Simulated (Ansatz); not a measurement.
`[F][Sn]([F])([SiH3])[SiH3]` + `N#CO` → `N#CO[SiH3]` + `[F][SnH]([F])[SiH3]` at 298.15 K and 1 bar (cleavage of the Si–Sn bond).

Isolated molecules relaxed with PBE0-D4/def2-TZVP in Ansatz; ΔE leaves out vibrations. CBS: MP2 limit from def2 TZ/QZ plus the TZ coupled-cluster correction, frozen cores. This one scheme is used for every species. Elements past krypton have def2 core potentials. For Sn outer-core shells are correlated without core-valence functions, which leaves a few kJ/mol of doubt a bond. Each species was taken in one conformer, which may not be the lowest.

```csv
species,CCSD(T)/CBS energy (Eh),H − E (kJ/mol),S (J/(mol·K))
`[F][Sn]([F])([SiH3])[SiH3]`,-995.44786,169.2,430.9
`N#CO`,-168.48100,68.5,241.1
`N#CO[SiH3]`,-458.79584,116.0,302.7
`[F][SnH]([F])[SiH3]`,-705.15468,114.8,367.2
```

H − E and S are ideal-gas, rigid-rotor, harmonic terms from PBE0-D4/def2-TZVP, for one conformer and one mirror image of each species. 1 Eh = 2625.50 kJ/mol, R = 8.31446 J/(mol·K).

Problem. By hand: ΔE, ΔH, ΔS and ΔG.

Solution. ΔE = (-458.79584) + (-705.15468) − (-995.44786) − (-168.48100) = -0.02166 Eh = -56.9 kJ/mol. Δ(H − E) = 116.0 + 114.8 − 169.2 − 68.5 = -6.9, so ΔH = -63.8 kJ/mol. ΔS = 302.7 + 367.2 − 430.9 − 241.1 = -2.1 J/(mol·K). ΔG = -63.8 − 298.15 × (-2.1)/1000 = -63.2 kJ/mol.

Problem. By hand: the equilibrium constant, and the temperature at which ΔG would vanish if ΔH and ΔS stayed fixed.

Solution. log₁₀ K = −ΔG/(RT ln 10) = 11.1. ΔG = 0 at ΔH/ΔS = 30381 K, far beyond where these terms or the molecules hold.

The number of gas molecules stays the same, so ΔS is small and ΔH decides. A doubt of 5 kJ/mol in ΔE shifts log₁₀ K by 0.9 here. Other conformers and mirror images would add mixing entropy, several J/(mol·K) or more a flexible species. Modes under 60 cm⁻¹, often nearly free rotors, make the harmonic entropy too high. These are equilibria of isolated gas molecules and say nothing of rates. Largest T1 diagnostic: 0.015 (customary marks: 0.02 for closed shells, 0.045 for open ones).
